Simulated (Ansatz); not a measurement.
Relaxation of AlGaH₇NO (11 atoms, charge 0, multiplicity 1), to a largest force component of 0.03 eV/Å in at most 50 steps.

Level of theory: Ansatz, RKS B3LYP-D4/def2-SVP.

```xyz
11
Properties=species:S:1:pos:R:3
Ga 0.242 -0.126 0.106
N 0.036 -0.369 1.979
H -0.800 -0.803 2.362
H 0.841 -0.565 2.569
H 1.689 0.120 -0.421
H -1.094 -0.204 -0.709
O -0.483 2.560 1.178
Al -1.945 3.252 0.606
H -3.344 2.653 1.055
H -1.769 4.423 -0.441
H -0.404 1.838 1.847
```

**Question.** Where does it end, and by what steps?

**Answer.** It converged. The force dipped under the threshold on the way, but the program's further checks kept it going. After 20 steps the energy has fallen by 0.369 eV; H9 moved furthest, 1.56 Å. Joined: Ga1–O7 (2.98 → 2.14 Å).

```tsv
step	energy less start (eV)	largest force component (eV/Å)	accepted
0	0.0000	1.000	yes
1	-0.1441	0.285	yes
2	-0.2335	0.571	yes
3	-0.2030	1.036	no
4	-0.2756	0.303	yes
5	-0.2861	0.173	yes
6	-0.2959	0.112	yes
7	-0.3130	0.289	yes
8	-0.3182	0.243	yes
9	-0.3245	0.114	yes
10	-0.3342	0.144	yes
11	-0.3477	0.113	yes
12	-0.3537	0.193	yes
13	-0.3573	0.152	yes
14	-0.3651	0.035	yes
15	-0.3664	0.182	yes
16	-0.3682	0.044	yes
17	-0.3688	0.018	yes
18	-0.3691	0.032	yes
19	-0.3691	0.019	no
20	-0.3692	0.013	yes
```

```xyz
11
Properties=species:S:1:pos:R:3
Ga 0.232 0.212 0.167
N -0.044 -0.302 1.997
H -0.556 -1.167 2.169
H 0.771 -0.303 2.611
H 1.598 0.927 -0.133
H -0.662 -0.540 -0.884
O -1.032 1.782 0.899
Al -1.895 3.251 0.612
H -2.719 3.869 1.807
H -1.783 3.840 -0.843
H -0.941 1.212 1.729
```

Whether the end is a true minimum wasn't checked by a vibrational analysis.

Run time: 49 s on 4 threads of Arm Neoverse V1 (shared host), peak memory 0.27 GiB.
